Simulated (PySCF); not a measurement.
## Eu(NH2)3: from a saddle point downhill

PySCF 2.14.0, RKS PBE0, Eu lcecp-1-SVP with ECP52, N def2-SVP, H def2-SVP; non-relativistic Hamiltonian with scalar-relativistic core potentials where named; density fitting; no spin-orbit coupling. Relaxed within the symmetry of its start, the geometry (D3h) is

```xyz
10

Eu    0.0000    0.0000    0.0000
N     2.2404    0.0000    0.0000
H     2.8698    0.0000    0.8041
H     2.8698    0.0000   -0.8041
N    -1.1202    1.9402    0.0000
H    -1.4349    2.4853    0.8041
H    -1.4349    2.4853   -0.8041
N    -1.1202   -1.9402    0.0000
H    -1.4349   -2.4853    0.8041
H    -1.4349   -2.4853   -0.8041
```

and its lowest harmonic modes are -459, -459, -436, -100, 113, 113 cm⁻¹ (negative: unstable). It was moved along the lowest mode and relaxed again.

Where does it end, and how much lower?

In nearly D3h, 0.939 eV lower, after 40 steps:
```xyz
10

Eu   -0.0060   -0.0031    0.0190
N     2.2036   -0.0010    0.0028
H     2.8224    0.8074    0.0810
H     2.8270   -0.8041   -0.0934
N    -1.1037    1.9043    0.2241
H    -0.7021    2.8382    0.3217
H    -2.1146    2.0486    0.2304
N    -1.1061   -1.9053   -0.2169
H    -2.1170   -2.0481   -0.2395
H    -0.7035   -2.8369   -0.3292
```

How do the contacts change?


```csv
contact,saddle (Å),end (Å)
Eu1–N2 (NH2),2.240,2.210
Eu1–N5 (NH2),2.240,2.210
Eu1–N8 (NH2),2.240,2.210
```


Is the end a minimum?

Yes, as far as the noise of the softest modes lets one tell (those above −25 cm⁻¹ count as noise); lowest modes 21, 108, 109, 280, 281, 283 cm⁻¹.

An lcecp potential fixes the number of 4f electrons, so in runs with it no electron can move into or out of that shell.

State: singlet in the valence, with the 4f electrons in the core potential.
